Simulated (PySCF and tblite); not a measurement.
Results of a calculation; reference values are marked as such.
Stationary points of C5H7BCl2 at GFN2-xTB, in Å:

Structure A

```
 1 C    -2.583   -0.151   -0.218
 2 C    -1.489    0.766    0.209
 3 C    -0.175    0.532    0.191
 4 C     0.480   -0.675   -0.253
 5 C     1.809   -0.838   -0.227
 6 B     2.872    0.197    0.265
 7 Cl    3.593    1.315   -0.829
 8 Cl    3.410    0.204    1.901
 9 H    -2.209   -1.074   -0.649
10 H    -3.216    0.348   -0.951
11 H    -3.210   -0.396    0.640
12 H    -1.834    1.724    0.578
13 H     0.497    1.307    0.541
14 H    -0.148   -1.476   -0.617
15 H     2.202   -1.785   -0.581
```

Structure B

```
 1 C    -2.604   -0.221   -0.239
 2 C    -1.570    0.634    0.402
 3 C    -0.236    0.518    0.331
 4 C     0.475   -0.488   -0.403
 5 C     1.819   -0.627   -0.494
 6 B     2.968    0.192    0.116
 7 Cl    4.593   -0.309   -0.241
 8 Cl    2.810    1.578    1.134
 9 H    -2.182   -1.028   -0.828
10 H    -3.234    0.392   -0.884
11 H    -3.250   -0.648    0.529
12 H    -1.976    1.445    0.995
13 H     0.368    1.235    0.866
14 H    -0.135   -1.207   -0.936
15 H     2.150   -1.460   -1.106
```

Geometries: GFN2-xTB; energies: PBE/pcSseg-1 + D3(BJ), IEF-PCM tetrahydrofuran; zero-point and thermal terms from GFN2-xTB harmonic modes (soft modes blended into free rotors).

**Question.** Which structure is a saddle point, and along which motion?

**Answer.** A: one imaginary mode (44i cm⁻¹ at GFN2-xTB, mostly on Cl8, Cl7, C2), along the rotation about the B6–C5 bond (torsion Cl7–B6–C5–C4 from -180° to 0°, rising).

**Question.** Give their symmetry and energies above the lowest.

**Answer.** A C1, 5.7 kcal/mol; B Cs, 0.0 kcal/mol.
